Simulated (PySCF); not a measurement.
Excitations are Tamm–Dancoff values on a coarser integration grid. The basis has no diffuse functions, so Rydberg states are missing or too high.

Cartesian coordinates (Å):
SMILES: [NH2][GaH][NH2]
```xyz
8

N     -1.5603    -0.1603    -0.0654
Ga     0.0491     0.6189     0.2511
N      1.5176    -0.3691    -0.1539
H     -1.6799    -1.1134    -0.3662
H     -2.4351     0.2544     0.2084
H      0.1630     2.0476     0.8314
H      2.4550    -0.0072    -0.1049
H      1.4906    -1.2708    -0.6004
```
Charge 0, spin multiplicity 1.

Estimate the total energy, HOMO, brightest of the four lowest singlets (TDA), LUMO and HOMO–LUMO gap that r2SCAN-D4/def2-TZVP run with PySCF returns for this input.


The total energy is -2037.3775 Ha. The HOMO is -5.60 eV and the brightest of the four lowest singlets (TDA) is 6.22 eV. The LUMO is -0.14 eV and the HOMO–LUMO gap is 5.47 eV.
